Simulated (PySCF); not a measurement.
C3H10Si, SMILES C[SiH](C)C.

Geometry optimised at B3LYP-D3(BJ)/def2-SVP. The isomer is the one that the SMILES or the coordinates give; other isomers of the formula were not compared.

Calculation: PySCF with B3LYP-D3(BJ)/def2-SVP.

Frequencies are harmonic and unscaled.

Modes within 1.5 cm⁻¹ of each other (mostly degenerate sets) share a row, with their intensities summed.

```json
[
 {"mode": "1", "ν (cm⁻¹)": "152", "IR (km/mol)": "0.0", "Raman (Å⁴/amu)": "0.0", "depolarisation": "–", "moving atoms (share of kinetic energy)": "H 100 %"},
 {"mode": "2–3", "ν (cm⁻¹)": "169", "IR (km/mol)": "0.0", "Raman (Å⁴/amu)": "0.1", "depolarisation": "0.75", "moving atoms (share of kinetic energy)": "H 96 %"},
 {"mode": "4–5", "ν (cm⁻¹)": "202", "IR (km/mol)": "1.7", "Raman (Å⁴/amu)": "3.7", "depolarisation": "0.75", "moving atoms (share of kinetic energy)": "C 48 %, H 41 %, Si 12 %"},
 {"mode": "6", "ν (cm⁻¹)": "238", "IR (km/mol)": "1.6", "Raman (Å⁴/amu)": "0.5", "depolarisation": "0.60", "moving atoms (share of kinetic energy)": "H 39 %, Si 35 %, C 26 %"},
 {"mode": "7–9", "ν (cm⁻¹)": "615", "IR (km/mol)": "18.5", "Raman (Å⁴/amu)": "25.5", "depolarisation": "0.05", "moving atoms (share of kinetic energy)": "C 67 %, H 24 %, Si 10 %"},
 {"mode": "10", "ν (cm⁻¹)": "677", "IR (km/mol)": "0.0", "Raman (Å⁴/amu)": "0.0", "depolarisation": "–", "moving atoms (share of kinetic energy)": "H 85 %, C 15 %"},
 {"mode": "11–12", "ν (cm⁻¹)": "704", "IR (km/mol)": "26.0", "Raman (Å⁴/amu)": "14.7", "depolarisation": "0.75", "moving atoms (share of kinetic energy)": "C 45 %, H 29 %, Si 26 %"},
 {"mode": "13–14", "ν (cm⁻¹)": "847", "IR (km/mol)": "44.0", "Raman (Å⁴/amu)": "8.3", "depolarisation": "0.75", "moving atoms (share of kinetic energy)": "H 70 %, C 24 %"},
 {"mode": "15", "ν (cm⁻¹)": "869", "IR (km/mol)": "67.3", "Raman (Å⁴/amu)": "0.7", "depolarisation": "0.40", "moving atoms (share of kinetic energy)": "H 63 %, C 23 %, Si 14 %"},
 {"mode": "16–17", "ν (cm⁻¹)": "915", "IR (km/mol)": "331.4", "Raman (Å⁴/amu)": "11.7", "depolarisation": "0.75", "moving atoms (share of kinetic energy)": "H 76 %, Si 13 %, C 11 %"},
 {"mode": "18–19", "ν (cm⁻¹)": "1268", "IR (km/mol)": "57.4", "Raman (Å⁴/amu)": "0.8", "depolarisation": "0.75", "moving atoms (share of kinetic energy)": "H 78 %, C 22 %"},
 {"mode": "20", "ν (cm⁻¹)": "1276", "IR (km/mol)": "5.6", "Raman (Å⁴/amu)": "0.6", "depolarisation": "0.59", "moving atoms (share of kinetic energy)": "H 80 %, C 20 %"},
 {"mode": "21", "ν (cm⁻¹)": "1428", "IR (km/mol)": "0.0", "Raman (Å⁴/amu)": "0.0", "depolarisation": "–", "moving atoms (share of kinetic energy)": "H 95 %"},
 {"mode": "22–23", "ν (cm⁻¹)": "1432", "IR (km/mol)": "0.5", "Raman (Å⁴/amu)": "58.1", "depolarisation": "0.75", "moving atoms (share of kinetic energy)": "H 95 %"},
 {"mode": "24–25", "ν (cm⁻¹)": "1442", "IR (km/mol)": "5.2", "Raman (Å⁴/amu)": "18.4", "depolarisation": "0.75", "moving atoms (share of kinetic energy)": "H 96 %"},
 {"mode": "26", "ν (cm⁻¹)": "1448", "IR (km/mol)": "9.0", "Raman (Å⁴/amu)": "0.3", "depolarisation": "0.57", "moving atoms (share of kinetic energy)": "H 96 %"},
 {"mode": "27", "ν (cm⁻¹)": "2184", "IR (km/mol)": "163.0", "Raman (Å⁴/amu)": "131.0", "depolarisation": "0.24", "moving atoms (share of kinetic energy)": "H 97 %"},
 {"mode": "28–30", "ν (cm⁻¹)": "3024", "IR (km/mol)": "17.0", "Raman (Å⁴/amu)": "395.9", "depolarisation": "0.56", "moving atoms (share of kinetic energy)": "H 97 %"},
 {"mode": "31–32", "ν (cm⁻¹)": "3111", "IR (km/mol)": "2.1", "Raman (Å⁴/amu)": "43.0", "depolarisation": "0.75", "moving atoms (share of kinetic energy)": "H 91 %, C 9 %"},
 {"mode": "33", "ν (cm⁻¹)": "3113", "IR (km/mol)": "24.4", "Raman (Å⁴/amu)": "177.7", "depolarisation": "0.73", "moving atoms (share of kinetic energy)": "H 91 %, C 9 %"},
 {"mode": "34–36", "ν (cm⁻¹)": "3117", "IR (km/mol)": "28.3", "Raman (Å⁴/amu)": "279.7", "depolarisation": "–", "moving atoms (share of kinetic energy)": "H 91 %, C 9 %"}
]
```
